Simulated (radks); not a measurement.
Q: The magnesium ion Mg9+, configuration 1s1 2s2 (not the ground configuration). Calculated with a radial shooting solver on a logarithmic mesh with Libxc functionals: scalar-relativistic Kohn-Sham, r2SCAN, spin-polarised, spherical densities, finite nucleus; open shells are filled with parallel spins first; meta-GGA in the generalised Kohn-Sham scheme; Fermi nuclear charge, rms radius 3.057 fm. Some entries of the table are withheld. Estimate them.

orbital,occ.,eigenvalue (hartree),<r> (bohr)
1s up,1,-65.07352,(1)
1s down,0,-59.66990,(2)
2s up,1,-13.59165,0.5356
2s down,1,-13.44765,0.5408

A: 
(1) 1s up <r> (bohr): 0.1254
(2) 1s down <r> (bohr): 0.1260
